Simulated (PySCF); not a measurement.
hydrogen bromide (BrH), SMILES Br. Geometry: PBE0-D3(BJ)/def2-TZVPD.

Computed equilibrium geometry at PBE0-D3(BJ)/def2-TZVPD (PySCF confirms it by a frequency run) as bond lengths and angles, and its point group:
point group C∞v.
Atoms: Br1 H2. Bonded distances (Å): Br1–H2 1.421.
Charge 0, spin multiplicity 1.
